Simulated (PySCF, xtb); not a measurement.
pent-4-en-1-ol (C5H10O), SMILES C=CCCCO.

The structure is a stationary point at B3LYP-D3(BJ)/def2-SVP. Other conformers were not sampled.

Method: C-PCM-B3LYP/def2-SVP (PySCF).

The values are the electrostatic part of the solvation free energy, E(continuum) − E(gas) at the gas-phase geometry, in a cavity of scaled van der Waals radii (PySCF's table); cavitation and dispersion terms are not included. In vacuum the orbital gap is 7.32 eV. The dipole moment in vacuum is 1.56 D.

Computed values in water (ε = 78.36), 2-propanol (ε = 19.26), toluene (ε = 2.37):
```json
[
 {"solvent": "water", "ε": "78.36", "ΔG(elec) (kcal/mol)": "-4.4", "dipole (D)": "1.95", "gap (eV)": "7.34"},
 {"solvent": "2-propanol", "ε": "19.26", "ΔG(elec) (kcal/mol)": "-4.2", "dipole (D)": "1.93", "gap (eV)": "7.34"},
 {"solvent": "toluene", "ε": "2.37", "ΔG(elec) (kcal/mol)": "-2.4", "dipole (D)": "1.76", "gap (eV)": "7.33"}
]
```

For comparison, GFN2-xTB/ALPB(water) (xtb, at the GFN2-xTB geometry, all terms of that model) gives -4.8 kcal/mol.
